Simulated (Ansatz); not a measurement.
Breaking a bond: Be₂, singlet.

Level of theory: full CI/cc-pVTZ, frozen core in Ansatz (a quantum-chemistry and plane-wave program).

Problem. Relative to R = 2.52 Å, what are the energies at R = 1.90, 3.09, 4.48, 5.06 Å?

Solution. 0.580 eV at 1.90 Å, 0.042 eV at 3.09 Å, 0.067 eV at 4.48 Å, 0.072 eV at 5.06 Å.

Also computed but left out beside FCI, since their determinant holds another spin at the minimum (<S²> over 0.7 above the pure value): UHF, UMP2, UCCSDT, UCCSDT(Q), UHF/LANL2DZ, UMP2/6-31G*.
